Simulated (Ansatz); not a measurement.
Born–Oppenheimer molecular dynamics of BBrH6Si (9 atoms, charge 0, multiplicity 1). It starts from a rough guess of a transition structure, not a stationary point.

Computed with UKS BHLYP-D4/def2-SVP in Ansatz.

| Quantity | Value |
| --- | --- |
| ensemble | NVE (velocity Verlet) |
| time step | 0.5 fs |
| steps asked | 150 |
| starting velocities drawn for | 100 K |
| seed | 592262 |

First frame:

```xyz
9
Properties=species:S:1:pos:R:3
B -0.988 -0.238 -0.387
Si 1.233 0.014 0.069
H -1.208 0.314 -1.392
H -1.240 -1.369 -0.235
H -0.531 0.411 0.561
Br -2.367 0.886 1.195
H 1.673 -0.806 1.194
H 1.771 1.367 0.190
H 1.657 -0.578 -1.196
```

Problem. How far do the bonds stretch over the last three quarters of this one trajectory? (Pairs bonded in most of those frames.)

Solution. 
| bond | mean (Å) | spread (Å) | shortest | longest |
| --- | --- | --- | --- | --- |
| B1–H3 | 1.195 | 0.021 | 1.16 | 1.23 |
| B1–H4 | 1.193 | 0.011 | 1.17 | 1.22 |
| B1–Br6 | 1.975 | 0.160 | 1.71 | 2.19 |
| Si2–H5 | 1.496 | 0.044 | 1.43 | 1.60 |
| Si2–H7 | 1.480 | 0.019 | 1.44 | 1.51 |
| Si2–H8 | 1.489 | 0.028 | 1.44 | 1.54 |
| Si2–H9 | 1.480 | 0.029 | 1.43 | 1.53 |

Mean temperature of the second half: 987 K. The conserved energy stayed within 0.27 meV per atom of its start (net change -0.076 meV per atom), so the integration is sound. The system heated up, since it started high on the potential surface and ran downhill. A run of 0.075 ps of so small a system gives no equilibrium averages. The orbitals stay closed-shell, which can raise the energy where a bond breaks towards radicals; this wasn't checked here.

The run took 15 min on 2 threads of Arm Neoverse N1 (shared host), peak memory 0.28 GiB.
